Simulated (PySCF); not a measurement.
Atom-mapped SMILES (the numbers label the heavy atoms): `[CH2:1]=[C:2]([CH3:3])[C@@H:4]1[CH2:5][C@H:6]1[C:7](=[O:8])[OH:9]`. Hydrogens are named by the atom that carries them. Ha(C5) is cis to C2 on the ring; Ha(C1) is cis to C3; Hb(C5) is trans to C2 on the ring; Hb(C1) is trans to C3.

Averaged over atoms made equivalent by symmetry, fast rotation or ring inversion, no relativistic terms, one computed conformer, in vacuum. σ from GIAO-PBE0/pcSseg-1; geometry: GFN2-xTB; PySCF 2.14.

Referencing at the same level of theory: ¹³C (186.93 ppm), ¹H (31.72 ppm) against TMS; ¹⁷O (336.08 ppm) vs H2O.

```
 atoms  nucleus  count  Hirshfeld charge  δ (ppm)
    C3      ¹³C      1             -0.11        ?
Hb(C5)       ¹H      1              0.05     1.55
    O9      ¹⁷O      1             -0.18    215.4
    C6      ¹³C      1             -0.05        ?
 H(C6)       ¹H      1              0.05     1.74
    C2      ¹³C      1              0.02    156.9
Ha(C1)       ¹H      1              0.04     5.04
Hb(C1)       ¹H      1              0.04     4.53
    O8      ¹⁷O      1             -0.28    396.8
    C5      ¹³C      1             -0.07     24.5
    C4      ¹³C      1             -0.03        ?
 H(C4)       ¹H      1              0.05     1.59
    C1      ¹³C      1             -0.12        ?
 H(O9)       ¹H      1              0.19        ?
 H(C3)       ¹H      3              0.05     2.12
Ha(C5)       ¹H      1              0.05     1.09
    C7      ¹³C      1              0.21    179.7
```

Problem. Fill in the missing shifts.

Solution. 
- C1: 109.4 ppm, terminal =CH2 carbon; an sp2 carbon of a C=C bond
- C4: 29.5 ppm, three-membered-ring carbon; carbons of three-membered rings are unusually shielded
- C6: 29.2 ppm, three-membered-ring carbon; carbons of three-membered rings are unusually shielded
- C3: 29.1 ppm, allylic methyl carbon; saturated and bonded to C and H only
- H(O9): 6.08 ppm, hydrogen on an acid hydroxyl oxygen; exchangeable; this is the value without hydrogen bonding to other molecules

OH/NH shifts are gas-phase values; hydrogen bonding in solution moves them, usually downfield. Shifts are as computed. Against solution values, carbons near 30 ppm lie about +3 ppm off and those near 130 ppm about +5 ppm. Of 1211 compounds with measured shifts, 218 miss one by over three times the rms of a fit or turn the order of signals round; such compounds aren't used in these exercises. In solution the two oxygens of a carboxylic acid exchange roles by proton transfer and give one 17O line. Hydrogen bonding in solution shields acid and N–H amide carbonyl oxygens by tens of ppm. Hydrogen bonding in solution deshields acid and N–H amide carbonyl carbons by as much as 10 ppm beyond these values. Unscaled 17O shifts of doubly bonded oxygen tend to come out too high, by tens of ppm or more. Experimental scales use liquid or dissolved standards, which lie at an offset from isolated H2O (liquid H2O: subtract about 36 ppm).
